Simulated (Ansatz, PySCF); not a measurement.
ClH₆NSi₃, SMILES [SiH]1(Cl)[SiH2]N[SiH2]1.

Coordinates come from a PBE0-D3(BJ)/def2-SVP optimisation. The structure was generated by enumeration, and PubChem lists no compound with its InChIKey, so it may never have been made.

Vertical ionisation energy (IE) and electron affinity (EA) in eV. Rows of orbital energies are one-electron estimates. Where ΔSCF, EOM or ADC give a negative EA the extra electron is unbound and the value depends on the basis.

```json
[
 {"level": "−ε(HOMO), −ε(LUMO), HF/def2-TZVP (PySCF)", "IE": "9.62", "EA": "-2.08"},
 {"level": "−ε(HOMO), −ε(LUMO), PBE/def2-TZVP (PySCF)", "IE": "6.20", "EA": "1.81"},
 {"level": "ΔSCF, PBE0/def2-TZVPD (Ansatz), final states of multiplicity 2 and 2", "IE": "9.02", "EA": "-0.24"},
 {"level": "ΔSCF, PBE/def2-TZVPD (Ansatz), final states of multiplicity 2 and 2", "IE": "8.79", "EA": "-0.05"}
]
```

Problem. What vertical singlet–triplet gap does ΔSCF give with PBE0/def2-TZVPD (Ansatz, a quantum-chemistry and plane-wave program) and with PBE/def2-TZVPD (Ansatz)? (Estimate from the structure and the level; the computed values follow.)

Solution. 4.27 and 4.02 eV (triplet above singlet where positive).
